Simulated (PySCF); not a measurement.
Orbital energies and ionisation energy

Compound: CdMe(CCH), C3H4Cd (singlet state).
Structure used (PBE0-D3(BJ)/def2-SVP), in Å, numbered top down from 1:
```xyz
8
C3H4Cd angstrom
Cd    -0.0002   -0.0036    0.0162
C     -0.0038   -0.0174    2.1109
H     -0.8492    0.5678    2.5025
H      0.9270    0.4159    2.5062
H     -0.0927   -1.0462    2.4908
C      0.0010    0.0063   -2.0360
C      0.0070    0.0305   -3.2574
H      0.0108    0.0467   -4.3332
```

Level: B3LYP/def2-SVPD (PySCF). Frontier orbitals with their largest atomic shares (Löwdin; up to four atoms above 4 %):

```tsv
orbital	ε (eV)	main atoms
HOMO−3	-9.84	C6 44 %, Cd1 39 %, C7 11 %
HOMO−2	-7.79	C2 47 %, Cd1 22 %, C6 8 %, H5 7 %
HOMO−1	-7.39	?
HOMO	-7.39	?
LUMO	-0.83	Cd1 64 %, C6 14 %, C7 12 %, C2 6 %
LUMO+1	-0.83	Cd1 64 %, C6 14 %, C7 12 %, C2 6 %
LUMO+2	-0.20	Cd1 52 %, C2 23 %, C6 8 %, H5 5 %
```

What vertical ionisation energy does ΔSCF give, and how far is −ε(HOMO) from it?

ΔSCF: 10.04 eV (969 kJ/mol; threshold wavelength 123 nm); ⟨S²⟩ of the doublet left behind is 0.752, against 0.75 for a pure doublet. −ε(HOMO) is 7.39 eV, 2.65 eV below it. In exact Kohn–Sham theory the two would be equal; B3LYP (global hybrid, 20 % exact exchange) falls short of its own ΔSCF value by 26 %.

On which atoms does the HOMO lie?

HOMO: C7 46 %, C6 44 %, H8 5 %, Cd1 4 %; HOMO−1: C7 46 %, C6 44 %, H8 5 %, Cd1 4 %. These 2 orbitals lie within 0.02 eV of one another; within a degenerate set any mixture serves as well, and the shares of a single orbital can change with the mixture. The HOMO−2 lies 0.40 eV lower.

What kinetic energy would electrons from this vertical process carry with 118.2 nm light (10.49 eV)?

10.49 − 10.04 = 0.45 eV.

What total energies stand behind the ΔSCF value?

E(N) = -284.34689 Eh and E(N − 1) = -283.97789 Eh at the same geometry, 0.36900 Eh apart.

How many of the 10 lowest singlet excitations (vertical TDDFT, same level) lie below the ionisation energy?

All 10; they run from 5.34 to 7.52 eV.

Geometry: PBE0-D3(BJ)/def2-SVP; no solvent, vibrations or thermal averaging. Atoms past krypton carry effective core potentials; spin–orbit coupling is left out.
